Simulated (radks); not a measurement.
The numbers below are computed, except where a source is named.
Question: All-electron atom: P+ in [Ne] 3s2 3p1 5f1 (not the ground configuration). Level of theory: scalar-relativistic Kohn-Sham, PBEsol, spin-unpolarised, spherical densities, finite nucleus; Fermi nuclear charge, rms radius 3.1889 fm (a radial shooting solver on a logarithmic mesh with Libxc functionals). Some entries of the table are withheld. Estimate them.

| orbital | occ. | eigenvalue (eV) | <r> (bohr) |
|---|---|---|---|
| 1s | 2 | -2102.150 | 0.1037 |
| 2s | 2 | (1) | 0.5198 |
| 2p | 6 | -145.5912 | 0.4845 |
| 3s | 2 | (2) | (3) |
| 3p | 1 | -21.9330 | (4) |
| 5f | 1 | -1.7739 | 14.92 |

Answer: 
(1) 2s eigenvalue (eV): -194.7677
(2) 3s eigenvalue (eV): -31.5759
(3) 3s <r> (bohr): 1.746
(4) 3p <r> (bohr): 1.974
